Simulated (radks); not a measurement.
All-electron atom: O+ in [He] 2s1.75 2p3 3p0.25 (fractional occupations, a model configuration).

Calculated with a radial shooting solver on a logarithmic mesh with Libxc functionals: non-relativistic Kohn-Sham, TPSS, spin-polarised, spherical densities, point nucleus; open shells are filled with parallel spins first; meta-GGA in the generalised Kohn-Sham scheme.

Energy parts (eV):
| part | energy |
|---|---|
| total | -2021.795 |
| kinetic | 2017.543 |
| electron-nucleus | -4669.083 |
| Hartree | 848.544 |
| exchange-correlation | -218.799 |

Orbitals (lengths in bohr, moments of r in powers of bohr; r(max) is where P^2 peaks):
orbital,occ.,eigenvalue (eV),<r^4>,r(max)
1s up,1,-540.5144,0.007598,0.1295
1s down,1,-537.7750,0.007388,0.1293
2s up,1,-45.4119,3.272,0.8399
2s down,0.75,-37.6867,4.133,0.8694
2p up,3,-29.6513,4.424,0.7608
3p up,0.25,-5.1187,1084,4.062

The highest occupied level is 3p up at -5.119 eV. The electron density at the nucleus is 312.1 e/bohr^3. Virial ratio -V/T = 2.00211. The spin density at the nucleus is 2.321 e/bohr^3 (1s -0.739, 2s 3.060), a Fermi contact field of 122 T.

Empty levels of this run are not shown, since the potential may be unsettled where no density lies.
